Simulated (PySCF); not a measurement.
Computed structure and properties of [Gd(H2O)8]3+

System: [Gd(H2O)8]3+ (singlet in the valence; each metal's 4f electrons, 7 of them, lie in its core potential, out of spins and levels); start: displaced along the imaginary mode (S8). Method: PySCF 2.14.0, RKS TPSS, Gd lcecp-1-SVP with ECP53, O def2-SVP, H def2-SVP; non-relativistic Hamiltonian with scalar-relativistic core potentials where named; density fitting; no spin-orbit coupling.

Input of the relaxation:

```python
mol = gto.M(atom='''
Gd     0.00000    -0.00000     0.00000
O      2.12748     0.00773     1.26373
H      2.31252     0.21341     2.22743
H      3.01656    -0.24999     0.84946
O     -0.00773     2.12748     1.26373
H     -0.21341     2.31252     2.22743
H      0.24999     3.01656     0.84946
O     -2.12748    -0.00773     1.26373
H     -2.31252    -0.21341     2.22743
H     -3.01656     0.24999     0.84946
O      0.00773    -2.12748     1.26373
H      0.21341    -2.31252     2.22743
H     -0.24999    -3.01656     0.84946
O      1.49889     1.50982    -1.26373
H      2.30980     1.95626    -0.84946
H      1.48430     1.78610    -2.22743
O     -1.50982     1.49889    -1.26373
H     -1.95626     2.30980    -0.84946
H     -1.78610     1.48430    -2.22743
O     -1.49889    -1.50982    -1.26373
H     -2.30980    -1.95626    -0.84946
H     -1.48430    -1.78610    -2.22743
O      1.50982    -1.49889    -1.26373
H      1.95626    -2.30980    -0.84946
H      1.78610    -1.48430    -2.22743''',
    basis={'Gd': 'lcecp-1-SVP', 'O': 'def2-SVP', 'H': 'def2-SVP'},
    ecp={'Gd': 'lcecp-1-SVP'},
    charge=3, spin=0)
mf = dft.RKS(mol, xc='TPSS')
mf.grids.atom_grid = (50, 194)  # f atoms: unpruned, at least (60, 302)
mf = mf.density_fit()  # fitting sets: Gd AutoAux, O def2-universal-JKFIT, H def2-universal-JKFIT
mf.conv_tol = 1e-08; mf.max_cycle = 55
mf.kernel(dm0)  # dm0: converged density of the start geometry
# quasi-Newton relaxation in Cartesian coordinates to a largest gradient under 0.00045 Eh/bohr, steps kept in the point group
```

Run from Python with OMP_NUM_THREADS=4; the lines above give its settings. Where DIIS fails, smearing, a level shift and second-order steps follow.
It took 8 min on 4 threads of Arm Neoverse V2, with other jobs on the host, from the converged density of the start.

Course of the relaxation:

```json
{"step": "0", "energy above end (eV)": "0.7130", "largest force component within the symmetry (eV/Å)": "1.176"}
{"step": "1", "energy above end (eV)": "0.3753", "largest force component within the symmetry (eV/Å)": "0.130"}
{"step": "2", "energy above end (eV)": "0.3190", "largest force component within the symmetry (eV/Å)": "0.095"}
{"step": "3", "energy above end (eV)": "0.2726", "largest force component within the symmetry (eV/Å)": "0.844"}
{"step": "4", "energy above end (eV)": "0.2185", "largest force component within the symmetry (eV/Å)": "0.350"}
{"step": "5", "energy above end (eV)": "0.1837", "largest force component within the symmetry (eV/Å)": "0.290"}
{"step": "6", "energy above end (eV)": "0.1009", "largest force component within the symmetry (eV/Å)": "0.297"}
{"step": "7", "energy above end (eV)": "0.0703", "largest force component within the symmetry (eV/Å)": "0.506"}
{"step": "15", "energy above end (eV)": "0.0032", "largest force component within the symmetry (eV/Å)": "0.035"}
{"step": "16", "energy above end (eV)": "0.0021", "largest force component within the symmetry (eV/Å)": "0.046"}
{"step": "17", "energy above end (eV)": "0.0006", "largest force component within the symmetry (eV/Å)": "0.038"}
{"step": "18", "energy above end (eV)": "0.0003", "largest force component within the symmetry (eV/Å)": "0.020"}
{"step": "19", "energy above end (eV)": "0.0000", "largest force component within the symmetry (eV/Å)": "0.015"}
{"step": "20", "energy above end (eV)": "0.0000", "largest force component within the symmetry (eV/Å)": "0.014"}
```
(The steps between are left out.)

Relaxed geometry (S8):

```xyz
25

Gd    0.0000    0.0000    0.0005
O     2.0593    0.0087    1.3369
H     2.2560    0.5818    2.1088
H     2.8651   -0.5386    1.2165
O    -0.0087    2.0593    1.3369
H    -0.5818    2.2560    2.1088
H     0.5386    2.8651    1.2165
O    -2.0593   -0.0087    1.3369
H    -2.2560   -0.5818    2.1088
H    -2.8651    0.5386    1.2165
O     0.0087   -2.0593    1.3369
H     0.5818   -2.2560    2.1088
H    -0.5386   -2.8651    1.2165
O     1.4492    1.4634   -1.3362
H     2.4058    1.6473   -1.2180
H     1.1809    2.0070   -2.1081
O    -1.4634    1.4492   -1.3362
H    -1.6473    2.4058   -1.2180
H    -2.0070    1.1809   -2.1081
O    -1.4492   -1.4634   -1.3362
H    -2.4058   -1.6473   -1.2180
H    -1.1809   -2.0070   -2.1081
O     1.4634   -1.4492   -1.3362
H     1.6473   -2.4058   -1.2180
H     2.0070   -1.1809   -2.1081
```

| contact | Å |
| --- | --- |
| Gd1–O2 (H2O) | 2.455 |
| Gd1–O5 (H2O) | 2.455 |
| Gd1–O8 (H2O) | 2.455 |
| Gd1–O11 (H2O) | 2.455 |
| Gd1–O14 (H2O) | 2.455 |
| Gd1–O17 (H2O) | 2.455 |
| Gd1–O20 (H2O) | 2.455 |
| Gd1–O23 (H2O) | 2.455 |

On the finer grid (75, 302):

The HOMO is -19.37 eV, the LUMO is -12.21 eV and the dipole about the centre of mass is 0.01 D. The set of Mulliken populations of Gd1 outside the core potential is s 2.27, p 6.51, d 1.35, f 0.05 and the D3(BJ) dispersion energy (not in the energies) is -0.742 eV.

| atom | Mulliken (e) | Löwdin (e) | spin (e) |
| --- | --- | --- | --- |
| Gd1 | 0.81 | 0.51 | 0.00 |
| O2 | -0.28 | -0.01 | 0.00 |
| H3 | 0.28 | 0.16 | 0.00 |
| H4 | 0.28 | 0.16 | 0.00 |
| O5 | -0.28 | -0.01 | 0.00 |
| H6 | 0.28 | 0.16 | 0.00 |
| H7 | 0.28 | 0.16 | 0.00 |
| O8 | -0.28 | -0.01 | 0.00 |
| H9 | 0.28 | 0.16 | 0.00 |
| H10 | 0.28 | 0.16 | 0.00 |
| O11 | -0.28 | -0.01 | 0.00 |
| H12 | 0.28 | 0.16 | 0.00 |
| H13 | 0.28 | 0.16 | 0.00 |
| O14 | -0.28 | -0.01 | 0.00 |
| H15 | 0.28 | 0.16 | 0.00 |
| H16 | 0.28 | 0.16 | 0.00 |
| O17 | -0.28 | -0.01 | 0.00 |
| H18 | 0.28 | 0.16 | 0.00 |
| H19 | 0.28 | 0.16 | 0.00 |
| O20 | -0.28 | -0.01 | 0.00 |
| H21 | 0.28 | 0.16 | 0.00 |
| H22 | 0.28 | 0.16 | 0.00 |
| O23 | -0.28 | -0.01 | 0.00 |
| H24 | 0.28 | 0.16 | 0.00 |
| H25 | 0.28 | 0.16 | 0.00 |

The 4f levels lie in the core potential and are missing. Their spin isn't counted.

No frequency check is given for this geometry.

Taking off one H2O (charge 0, singlet; the rest: singlet) in vacuum, both parts rigid, costs 2.02 eV; the small basis without counterpoise inflates it. Parting with an electron moved from the ligand to the metal can be far cheaper, even downhill.

Rigid scan of H2O along the line from its metal:

| distance to O2 (Å) | energy (eV) |
| --- | --- |
| 2.15 | 0.363 |
| 2.25 | 0.137 |
| 2.35 | 0.030 |
| 2.45 | 0.000 |
| 2.55 | 0.021 |
| 2.65 | 0.072 |
| 2.85 | 0.217 |

One start shape was tried, so this needn't be the lowest isomer.

An lcecp potential fixes the number of 4f electrons, so in runs with it no electron can move into or out of that shell.
